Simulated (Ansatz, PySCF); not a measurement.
Molecule: SiI$_{2}$ (charge -1, doublet). 
Coordinates optimised at B3LYP-D3(BJ)/def2-TZVP (Ansatz, a program for electronic structure):
```xyz
3

Si     0.1114    -0.0822     1.4882
I      1.0859     1.7568    -0.1825
I     -1.1153    -1.7351    -0.2106
```
Charge -1, spin multiplicity 2.

Total electronic energies in hartree. Valence correlation only, unless marked. UHF or UKS for open shells. No spin-orbit coupling. Frozen are the shells of the preceding noble gas and the d and f shells that filled before the atom's block. In def2 rows, elements after Kr have scalar-relativistic effective core potentials. STO-3G rows are all-electron and non-relativistic. Basis-set limits of correlation are two-point, X^-3; Hartree-Fock from the larger set. The bracket is a focal-point correction in the basis named.

| level | program | energy (Eh) |
|---|---|---|
| RI-HF/def2-QZVPPD | Ansatz | -882.38269 |
| PBE/def2-TZVPD | Ansatz | ? |
| r2SCAN-D3(BJ)/def2-TZVPD | Ansatz + dftd3 | -885.24342 |
| B3LYP-D4/def2-TZVPD | Ansatz + dftd4 | ? |
| TPSSh/def2-TZVPD | PySCF | -884.86850 |
| wB97M-V/def2-TZVPD | Ansatz | ? |
| CCSD/def2-SVPD | Ansatz | -882.57487 |
| CCSD(T)/STO-3G | Ansatz | -13986.98813 |
| RI-MP2/CBS(def2-TZVPPD,def2-QZVPPD)+[CCSD(T)-MP2]/def2-TZVPPD | Ansatz | -882.8961 |

**Question.** Complete the blanks.

**Answer.** 
- PBE/def2-TZVPD, energy (Eh): -884.86737
- B3LYP-D4/def2-TZVPD, energy (Eh): -885.25450
- wB97M-V/def2-TZVPD, energy (Eh): -884.98019
